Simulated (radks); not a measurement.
All-electron atom: La XVI in [Kr] 4d6. Calculated with a radial shooting solver on a logarithmic mesh with Libxc functionals: scalar-relativistic Kohn-Sham, BLYP, spin-polarised, spherical densities, finite nucleus; open shells are filled with parallel spins first (spin-orbit coupling, left out, can overturn this in heavy ions); Fermi nuclear charge, rms radius 4.855 fm.

Radial electron density D(r) = 4 pi r^2 rho(r):

```
   r/bohr * D(r) (the largest magnitude, 97.8, reaches the edge; | marks zero)
 0.001875 |   *
 0.002114 |    *
 0.002403 |     *
 0.002709 |      *
 0.003079 |        *
 0.003472 |          *
 0.003946 |            *
 0.004485 |              *
 0.005056 |                *
 0.005747 |                   *
 0.006479 |                      *
 0.007364 |                          *
  0.00837 |                             *
 0.009437 |                                *
  0.01073 |                                   *
  0.01209 |                                     *
  0.01374 |                                        *
  0.01562 |                                         *
  0.01761 |                                         *
  0.02002 |                                         *
  0.02257 |                                        *
  0.02565 |                                      *
  0.02892 |                                     *
  0.03287 |                                    *
  0.03736 |                                    *
  0.04212 |                                      *
  0.04788 |                                          *
  0.05398 |                                              *
  0.06135 |                                                  *
  0.06973 |                                                     *
  0.07862 |                                                      *
  0.08936 |                                                    *
   0.1007 |                                                *
   0.1145 |                                           *
   0.1291 |                                        *
   0.1467 |                                       *
   0.1668 |                                        *
    0.188 |                                           *
   0.2137 |                                              *
    0.241 |                                             *
   0.2739 |                                       *
   0.3113 |                               *
   0.3509 |                       *
   0.3989 |                 *
   0.4497 |              *
   0.5111 |               *
   0.5809 |                *
    0.655 |               *
   0.7444 |            *
   0.8394 |        *
    0.954 |    *
    1.076 |  *
    1.222 |*
    1.389 *
    1.567 *
     1.78 *
    2.007 *
    2.282 *
```

D(r) has 4 maxima, at r = 0.0175, 0.0774, 0.219, 0.590 bohr, and minima at 0.0337, 0.144, 0.464 bohr, inside which lie 1.96, 11.13, 29.15 electrons.
